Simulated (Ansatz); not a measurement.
The cluster Sn5Cl4⁺, relaxed as a doublet with UKS PBE-D4/def2-SVP in Ansatz, starting from the GFN2-xTB geometry. Force threshold 0.03 eV/Å.

In the def2 sets Sn takes a core potential; there is no spin–orbit coupling. The structure comes from a short search, and lower isomers may exist.

Start:

Cartesian coordinates in Å:
```
Sn 2.405 -2.797 -0.605
Sn -0.705 -0.678 -2.304
Sn -1.230 0.074 2.998
Sn 0.615 -0.907 0.484
Sn 1.259 2.116 0.228
Cl 0.032 1.705 -2.054
Cl -0.567 2.424 1.860
Cl -3.370 -0.092 2.180
Cl 1.560 -1.846 -2.788
```

```json
{"step": "1", "energy (eV)": "-79214.7973", "largest force component (eV/Å)": "1.217", "SCF passes": "27"}
{"step": "2", "energy (eV)": "-79215.1428", "largest force component (eV/Å)": "0.352", "SCF passes": "30"}
{"step": "3", "energy (eV)": "-79215.2301", "largest force component (eV/Å)": "0.144", "SCF passes": "29"}
{"step": "4", "energy (eV)": "-79215.3013", "largest force component (eV/Å)": "0.149", "SCF passes": "30"}
{"step": "5", "energy (eV)": "-79215.3690", "largest force component (eV/Å)": "0.178", "SCF passes": "31"}
{"step": "6", "energy (eV)": "-79215.4360", "largest force component (eV/Å)": "0.208", "SCF passes": "32"}
{"step": "7", "energy (eV)": "-79215.5128", "largest force component (eV/Å)": "0.208", "SCF passes": "34"}
{"step": "8", "energy (eV)": "-79215.6081", "largest force component (eV/Å)": "0.237", "SCF passes": "31"}
{"step": "9", "energy (eV)": "-79215.7477", "largest force component (eV/Å)": "0.244", "SCF passes": "33"}
{"step": "10", "energy (eV)": "-79215.7627", "largest force component (eV/Å)": "0.295", "SCF passes": "27"}
{"step": "11", "energy (eV)": "-79215.7905", "largest force component (eV/Å)": "0.200", "SCF passes": "24"}
{"step": "12", "energy (eV)": "-79215.7973", "largest force component (eV/Å)": "0.068", "SCF passes": "23"}
{"step": "13", "energy (eV)": "-79215.7998", "largest force component (eV/Å)": "0.020", "SCF passes": "24"}
```

Force components are those of the run's own axes.

End:

```xyz
9

Sn    2.0976   -2.9827   -0.6926
Sn   -0.9170   -0.6335   -1.5077
Sn   -1.1626    0.3121    2.9737
Sn    0.7124   -1.1218    1.0661
Sn    1.2299    1.7091   -0.0494
Cl   -0.5408    1.9452   -1.9239
Cl   -0.4307    2.5628    1.7976
Cl   -2.5540   -0.4165    0.9536
Cl    1.5652   -1.3746   -2.6174
```

By distances, no bond broke or formed. The bond that changes most is Sn3–Cl8, from 2.30 to 2.56 Å (atoms count from 1).

No frequencies were taken in this run, so the end may be a saddle point.

Run time 2.5 min (6 threads of Intel Xeon on a shared host).
